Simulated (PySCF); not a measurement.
Ge(Br)(OMe) (CH3BrGeO), SMILES [O](C)[Ge][Br] (connectivity only; charge and spin as stated), neutral, multiplicity 1.

Geometry optimised at PBE0-D3(BJ)/def2-SVP. The structure was generated by enumeration; whether it is a known compound was not checked. One conformer was computed; it need not be the lowest.

All values below come from PBE/def2-TZVP in PySCF.

Symmetry labels are those of the subgroup Cs that the program uses (full group Cs).

Problem. List the valence orbital energies around the gap with their symmetry. (Estimate from the structure and the level; the computed values follow.)

Solution. 
```
orbital  symmetry  energy (eV)
-------  --------  -----------
HOMO−7         A"       -11.12
HOMO−6         A'       -11.10
HOMO−5         A'       -10.28
HOMO−4         A"        -7.63
HOMO−3         A'        -7.38
HOMO−2         A'        -7.16
HOMO−1         A"        -7.02
HOMO           A'        -6.67
LUMO           A"        -3.05
LUMO+1         A'        -0.95
LUMO+2         A'        -0.18
LUMO+3         A'         1.01
```
